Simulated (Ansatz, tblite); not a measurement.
Forces on the cluster Li16⁺ at its PBE/def2-SVP geometry. Total charge 1; doublet.

The xTB rows come from tblite. Another isomer (doublet) lies 0.46 eV lower at PBE0/def2-TZVP; other spin states weren't run for this one.

GFN1-xTB (tblite), largest force 0.33 eV/Å:

```xyz
16
positions Å, forces eV/Å
Li    1.240    2.921    2.535   -0.094   -0.259   -0.067
Li   -0.404   -0.207   -2.711   -0.167    0.008   -0.041
Li    0.453   -1.135   -0.209    0.102   -0.312   -0.043
Li    2.534   -2.937    0.497   -0.135    0.151   -0.044
Li    2.597   -0.433   -1.562   -0.065   -0.106    0.045
Li    2.239    0.037    1.610   -0.044    0.022    0.164
Li    1.145    0.240    4.401   -0.045    0.047   -0.328
Li   -1.593    3.464    0.772    0.107   -0.191   -0.054
Li   -1.845    2.627   -2.499    0.031   -0.246    0.136
Li   -1.925   -2.334   -0.857    0.058    0.116   -0.128
Li   -2.031    0.604   -0.510   -0.186    0.088   -0.211
Li    0.859   -3.083   -2.247   -0.031    0.160    0.128
Li   -0.506    0.745    1.980    0.099    0.117    0.255
Li    0.015   -2.145    2.309    0.133    0.126   -0.006
Li    0.606    1.850   -0.479   -0.031    0.198    0.008
Li   -3.384   -0.213   -3.030    0.267    0.079    0.184
```

GFN2-xTB (tblite), largest force 0.48 eV/Å:

```
Li -0.207 -0.321 -0.087
Li -0.092 -0.067 0.059
Li -0.121 -0.066 0.077
Li -0.152 0.229 -0.188
Li -0.112 -0.029 0.065
Li -0.097 -0.059 0.062
Li -0.035 0.166 -0.433
Li 0.218 -0.414 -0.110
Li 0.002 -0.303 0.250
Li 0.128 0.205 -0.067
Li -0.012 0.192 -0.077
Li 0.080 0.267 0.212
Li 0.054 0.201 0.028
Li 0.103 0.202 -0.100
Li -0.113 -0.409 0.096
Li 0.356 0.207 0.213
```

PBE/def2-TZVP (Ansatz), largest force 0.06 eV/Å:

```
Li -0.012 -0.023 -0.007
Li -0.006 -0.007 0.051
Li 0.000 0.029 -0.001
Li -0.033 0.027 -0.009
Li -0.032 0.000 0.020
Li -0.048 -0.010 -0.019
Li -0.005 0.008 -0.021
Li 0.012 -0.031 -0.006
Li 0.002 -0.020 0.015
Li 0.035 0.034 -0.002
Li 0.056 -0.011 -0.005
Li -0.008 0.028 0.032
Li 0.032 -0.009 -0.047
Li 0.015 0.031 -0.034
Li -0.025 -0.057 0.019
Li 0.016 0.011 0.013
```
